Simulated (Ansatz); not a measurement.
Geometry optimisation, Ansatz, RKS B3LYP/def2-SVP.

Input:

```yaml
crystal:
  periodic: [false, false, false]
  atoms:
    - { symbol: O, position_ang: [-1.8044, 0.1571, -0.2907] }
    - { symbol: Si, position_ang: [-0.174, 0.5005, -0.1525] }
    - { symbol: As, position_ang: [0.7257, -1.0262, 1.3101] }
    - { symbol: H, position_ang: [-2.0975, 0.8964, -0.9476] }
    - { symbol: H, position_ang: [0.4759, 0.3584, -1.4841] }
    - { symbol: H, position_ang: [0.0419, 1.8817, 0.358] }
    - { symbol: H, position_ang: [2.2376, -0.6577, 0.8802] }
    - { symbol: H, position_ang: [0.687, -2.1673, 0.2708] }
basis:
  gaussian: { orbitals: def2-SVP }
hamiltonian:
  xc: b3lyp
relax:
  f_tol: 0.015
  max_steps: 40
output:
  orbitals: {}
```

Run as:

```bash
$ ansatz run input.yaml --threads 1 --pin off --max-ram 2048MiB --backend cpu --events-out ev --progress --plain --runs-dir out
```

Q: Where does it end, and by what steps?

A: The forces met the threshold. The force dipped under the threshold on the way, but the program's further checks kept it going. After 10 steps the energy has fallen by 0.296 eV; H4 moved furthest, 0.23 Å.

```json
{"step": "0", "energy less start (eV)": "0.0000", "largest force component (eV/Å)": "2.203", "accepted": "yes"}
{"step": "1", "energy less start (eV)": "-0.2165", "largest force component (eV/Å)": "1.071", "accepted": "yes"}
{"step": "2", "energy less start (eV)": "-0.2663", "largest force component (eV/Å)": "0.430", "accepted": "yes"}
{"step": "3", "energy less start (eV)": "-0.2833", "largest force component (eV/Å)": "0.495", "accepted": "yes"}
{"step": "4", "energy less start (eV)": "-0.2917", "largest force component (eV/Å)": "0.173", "accepted": "yes"}
{"step": "5", "energy less start (eV)": "-0.2952", "largest force component (eV/Å)": "0.086", "accepted": "yes"}
{"step": "6", "energy less start (eV)": "-0.2959", "largest force component (eV/Å)": "0.011", "accepted": "yes"}
{"step": "7", "energy less start (eV)": "-0.2936", "largest force component (eV/Å)": "0.157", "accepted": "no"}
{"step": "8", "energy less start (eV)": "-0.2960", "largest force component (eV/Å)": "0.024", "accepted": "yes"}
{"step": "9", "energy less start (eV)": "-0.2961", "largest force component (eV/Å)": "0.022", "accepted": "yes"}
{"step": "10", "energy less start (eV)": "-0.2962", "largest force component (eV/Å)": "0.003", "accepted": "yes"}
```

```xyz
8
Properties=species:S:1:pos:R:3
O -1.779 0.244 -0.289
Si -0.132 0.525 -0.214
As 0.717 -1.087 1.318
H -2.293 0.788 -0.898
H 0.491 0.434 -1.571
H 0.178 1.883 0.334
H 2.156 -0.658 1.008
H 0.755 -2.187 0.256
```

Whether the end is a true minimum wasn't checked by a vibrational analysis.

Run time: 39 s on 1 thread of Arm Neoverse V2, on a shared host, peak memory 0.18 GiB.
